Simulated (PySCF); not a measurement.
C2H4, charge +1, doublet, at a GFN2-xTB geometry (a state made from the parent by changing its charge; the spin is typed, not shown lowest); R2SCAN/def2-SV(P) run with PySCF.

Here is a job for PySCF.
```python
from pyscf import gto, scf, dft

mol = gto.M(
    atom='''
C    -0.65225698   -0.04060582    0.00295843
C     0.65225698    0.04060582   -0.00295843
H    -1.33013860    0.73875621    0.37284167
H    -1.23155843   -0.89823292   -0.36122265
H     1.33677212   -0.81125790    0.09455829
H     1.22492491    0.97073461   -0.10617731
''',
    basis='def2-sv(p)',
    charge=1,
    spin=1,
    verbose=4,
)

mf = dft.UKS(mol)
mf.xc = 'r2scan'
mf.kernel()
```

What the program printed (banner, timings and long lists left out):

```
PySCF version 2.14.0

[INPUT] verbose = 4
[INPUT] num. atoms = 6
[INPUT] num. electrons = 15
[INPUT] charge = 1
[INPUT] spin (= nelec alpha-beta = 2S) = 1
[INPUT] symmetry False subgroup None
[INPUT] Mole.unit = angstrom
[INPUT] Symbol           X                Y                Z      unit          X                Y                Z       unit  Magmom
[INPUT]  1 C     -0.652256980000  -0.040605820000   0.002958430000 AA   -1.232587055036  -0.076733878863   0.005590622459 Bohr   0.0
[INPUT]  2 C      0.652256980000   0.040605820000  -0.002958430000 AA    1.232587055036   0.076733878863  -0.005590622459 Bohr   0.0
[INPUT]  3 H     -1.330138600000   0.738756210000   0.372841670000 AA   -2.513597661712   1.396046909722   0.704568644125 Bohr   0.0
[INPUT]  4 H     -1.231558430000  -0.898232920000  -0.361222650000 AA   -2.327308139099  -1.697414214868  -0.682611878490 Bohr   0.0
[INPUT]  5 H      1.336772120000  -0.811257900000   0.094558290000 AA    2.526133197754  -1.533055247390   0.178689270907 Bohr   0.0
[INPUT]  6 H      1.224924910000   0.970734610000  -0.106177310000 AA    2.314772603058   1.834422552536  -0.200646036543 Bohr   0.0

nuclear repulsion = 33.4353880301809
number of shells = 20
number of NR pGTOs = 64
number of NR cGTOs = 36
basis = def2-sv(p)
ecp = {}

******** <class 'pyscf.dft.uks.UKS'> ********
method = UKS
initial guess = minao
damping factor = 0
level_shift factor = 0
DIIS = <class 'pyscf.scf.diis.CDIIS'>
diis_start_cycle = 1
diis_space = 8
diis_damp = 0
SCF conv_tol = 1e-09
SCF conv_tol_grad = None
SCF max_cycles = 50
direct_scf = True
direct_scf_tol = 1e-13
number electrons alpha = 8  beta = 7
XC library pyscf.dft.libxc version 7.1.2
    S. Lehtola, C. Steigemann, M. J. T. Oliveira, and M. A. L. Marques,  SoftwareX 7, 1–5 (2018)
XC functionals = r2scan
    J. W. Furness, A. D. Kaplan, J. Ning, J. P. Perdew, and J. Sun,  J. Phys. Chem. Lett. 11, 8208–8215 (2020)
    J. W. Furness, A. D. Kaplan, J. Ning, J. P. Perdew, and J. Sun,  J. Phys. Chem. Lett. 11, 9248–9248 (2020)
    J. W. Furness, A. D. Kaplan, J. Ning, J. P. Perdew, and J. Sun,  J. Phys. Chem. Lett. 11, 8208–8215 (2020)
    J. W. Furness, A. D. Kaplan, J. Ning, J. P. Perdew, and J. Sun,  J. Phys. Chem. Lett. 11, 9248–9248 (2020)
radial grids:
    Treutler-Ahlrichs [JCP 102, 346 (1995); DOI:10.1063/1.469408] (M4) radial grids

becke partition: Becke, JCP 88, 2547 (1988); DOI:10.1063/1.454033
pruning grids: <function nwchem_prune>
grids dens level: 3
symmetrized grids: False
atomic radii adjust function: <function treutler_atomic_radii_adjust>
small_rho_cutoff = 0
Set gradient conv threshold to 3.16228e-05
tot grids = 67472
init E= -78.4127474364384

cycle= 1 E= -78.0689001565919  delta_E= 0.344  |g|= 0.0781  |ddm|= 1.57
cycle= 2 E= -78.0743658959313  delta_E= -0.00547  |g|= 0.0376  |ddm|= 0.226
cycle= 3 E= -78.0749905290755  delta_E= -0.000625  |g|= 0.0206  |ddm|= 0.054
cycle= 4 E= -78.075240681752  delta_E= -0.00025  |g|= 0.00345  |ddm|= 0.0236
cycle= 5 E= -78.0752489092093  delta_E= -8.23e-06  |g|= 0.000598  |ddm|= 0.00487
cycle= 6 E= -78.0752493515497  delta_E= -4.42e-07  |g|= 0.000126  |ddm|= 0.0012
cycle= 7 E= -78.0752493781597  delta_E= -2.66e-08  |g|= 1.61e-05  |ddm|= 0.000339
cycle= 8 E= -78.0752493785744  delta_E= -4.15e-10  |g|= 4.89e-06  |ddm|= 4.42e-05
Extra cycle  E= -78.0752493785641  delta_E= 1.03e-11  |g|= 7.03e-06  |ddm|= 1.15e-05
converged SCF energy = -78.0752493785641  <S^2> = 0.75763302  2S+1 = 2.0076185
```
